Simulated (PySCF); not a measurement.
Input for PySCF: R-M06-2X/6-31G* on CH3F (SMILES CF).

```python
from pyscf import gto, scf, dft, mp
from pyscf.data.elements import chemcore

mol = gto.M(
    atom='''
    C     0.36766658    0.66827527   -0.22414263
    F    -1.00917104    0.55200367   -0.02614237
    H     0.58069407    1.67532978   -0.58369717
    H     0.87130459    0.48736240    0.72435410
    H     0.67317594   -0.07022206   -0.96585117
    ''',
    basis='6-31g*',
    cart=True,
    charge=0, spin=0, verbose=3, max_memory=1800)
mf = dft.RKS(mol, xc='m062x')
mf.conv_tol = 1e-8
mf.max_cycle = 100
mf.kernel()
if not mf.converged:
    mf = mf.newton().run(mf.mo_coeff, mf.mo_occ)
```

Output:

```
converged SCF energy = -139.670735674672
```

Self-consistency was reached.

Cost: around 0.8 core-seconds (rough).
